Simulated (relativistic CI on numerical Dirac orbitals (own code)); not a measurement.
**Ru⁺ (4d7) in a crystal field**

Calculated by Dirac-Coulomb-Breit CI, KLI orbitals optimised for each configuration, model QED, valence Slater integrals scaled by 0.9, one configuration in a parametric crystal field (own radial code). With so little scaling, terms lie 10 to 35 % too far apart, which can change the order of excited levels.

Field parameters in Wybourne normalisation: D3d B²₀ = −7Dσ, B⁴₀ = −14Dq − 21Dτ, B⁴₃ = −14√(10/7) Dq; D4h B²₀ = −7Ds, B⁴₀ = 21(Dq − Dt), B⁴₄ = 21√(5/14) Dq; Td as Oh with Dq negative (B⁴₀ = 21Dq, B⁴₄ = √(5/14) B⁴₀). The field is a parameter set, without covalency.

S and J are read from ⟨S²⟩ = S(S + 1) and ⟨J²⟩ = J(J + 1) of each level; they are not fictitious spins.

D4h, 10Dq = 21300, Ds = -1070, Dt = -10 cm⁻¹, the lowest 10 levels:

```
E (cm⁻¹)  Degeneracy  Irrep     S     J
     0.0           2     Γ7  0.52  3.97
    4116           2     Γ6  0.55  3.97
    8371           2     Γ6  1.49  4.01
    8694           2     Γ6  1.50  3.70
    9095           2     Γ7  1.50  3.40
    9621           2     Γ7  1.49  2.97
   11948           2     Γ7  1.50  3.31
   12129           2     Γ6  1.48  3.31
   19891           2     Γ7  0.51  4.47
   20191           2     Γ6  0.51  4.56
```

Principal g values of the ground doublet: 2.11, 2.11, 2.33.

D3d, 10Dq = 16100, Dσ = 530, Dτ = -450 cm⁻¹, the lowest 10 levels:

```
E (cm⁻¹)  Degeneracy  Irrep     S     J
     0.0           2  Γ5+Γ6  1.29  3.71
     204           2     Γ4  1.44  3.81
    1094           2     Γ4  0.83  4.00
    1330           2  Γ5+Γ6  0.97  3.90
    2969           2     Γ4  1.49  3.73
    3532           2     Γ4  1.47  3.25
    3940           2  Γ5+Γ6  1.40  3.34
    4138           2     Γ4  1.39  3.34
   12870           2     Γ4  0.62  4.34
   13158           2  Γ5+Γ6  0.73  3.98
```

Principal g values of the ground doublet: 0.00, 0.00, 5.33.

D3d, 10Dq = 27100, Dσ = -480, Dτ = 220 cm⁻¹, the lowest 10 levels:

| E (cm⁻¹) | Degeneracy | Irrep | S | J |
| --- | --- | --- | --- | --- |
| 0.0 | 2 | Γ4 | 0.51 | 3.95 |
| 88.8 | 2 | Γ5+Γ6 | 0.51 | 3.98 |
| 13489 | 2 | Γ4 | 1.50 | 4.09 |
| 13903 | 2 | Γ4 | 1.50 | 3.74 |
| 14170 | 2 | Γ5+Γ6 | 1.50 | 3.62 |
| 14880 | 2 | Γ4 | 1.50 | 2.89 |
| 15181 | 2 | Γ5+Γ6 | 1.49 | 3.02 |
| 15224 | 2 | Γ4 | 1.50 | 2.96 |
| 25679 | 2 | Γ5+Γ6 | 0.51 | 4.55 |
| 25768 | 2 | Γ4 | 0.51 | 4.53 |

Principal g values of the ground doublet: 0.13, 0.13, 1.91.

D4h, 10Dq = 8250, Ds = 2140, Dt = 1000 cm⁻¹, the lowest 16 levels:

| E (cm⁻¹) | Degeneracy | Irrep | S | J |
| --- | --- | --- | --- | --- |
| 0.0 | 2 | Γ7 | 1.50 | 4.20 |
| 210 | 2 | Γ6 | 1.49 | 3.97 |
| 1678 | 2 | Γ7 | 1.48 | 3.85 |
| 1721 | 2 | Γ6 | 1.49 | 3.94 |
| 2250 | 2 | Γ7 | 1.49 | 3.06 |
| 2293 | 2 | Γ6 | 1.49 | 3.27 |
| 4380 | 2 | Γ7 | 1.48 | 3.03 |
| 4441 | 2 | Γ6 | 1.46 | 2.78 |
| 6623 | 2 | Γ6 | 1.38 | 3.68 |
| 6866 | 2 | Γ7 | 0.85 | 3.83 |
| 6870 | 2 | Γ6 | 1.30 | 3.71 |
| 7899 | 2 | Γ7 | 1.34 | 3.74 |
| 7958 | 2 | Γ6 | 0.99 | 4.03 |
| 8267 | 2 | Γ7 | 1.46 | 2.60 |
| 8961 | 2 | Γ6 | 1.48 | 3.11 |
| 9079 | 2 | Γ7 | 1.45 | 2.60 |

Principal g values of the ground doublet: 2.13, 5.61, 5.61.

Td, 10Dq = -5000 cm⁻¹, the lowest 10 levels:

```json
{"E (cm⁻¹)": "0.0", "Degeneracy": "4", "Irrep": "Γ8", "S": "1.50", "J": "3.88"}
{"E (cm⁻¹)": "4599", "Degeneracy": "4", "Irrep": "Γ8", "S": "1.48", "J": "4.14"}
{"E (cm⁻¹)": "4938", "Degeneracy": "2", "Irrep": "Γ6", "S": "1.49", "J": "3.86"}
{"E (cm⁻¹)": "5395", "Degeneracy": "4", "Irrep": "Γ8", "S": "1.49", "J": "3.28"}
{"E (cm⁻¹)": "5587", "Degeneracy": "2", "Irrep": "Γ7", "S": "1.50", "J": "3.27"}
{"E (cm⁻¹)": "7735", "Degeneracy": "2", "Irrep": "Γ6", "S": "1.48", "J": "4.10"}
{"E (cm⁻¹)": "8498", "Degeneracy": "4", "Irrep": "Γ8", "S": "1.48", "J": "3.42"}
{"E (cm⁻¹)": "9302", "Degeneracy": "2", "Irrep": "Γ7", "S": "1.49", "J": "2.76"}
{"E (cm⁻¹)": "9549", "Degeneracy": "4", "Irrep": "Γ8", "S": "1.49", "J": "2.32"}
{"E (cm⁻¹)": "12958", "Degeneracy": "4", "Irrep": "Γ8", "S": "0.54", "J": "4.41"}
```

The free-ion ground term has S = 3/2. The field overcomes the spin-pairing energy for D4h, 10Dq = 21300, Ds = -1070, Dt = -10 cm⁻¹; D3d, 10Dq = 27100, Dσ = -480, Dτ = 220 cm⁻¹, where the ground state has lower spin; these fields are assumed values.

Levels of this model without a field, named by their leading LS term: ⁴F9/2 0, ⁴F7/2 1413, ⁴F5/2 2361, ⁴F3/2 2976, ⁴P5/2 11569, ⁴P3/2 11634, ²G9/2 11874, ⁴P1/2 12527 cm⁻¹.
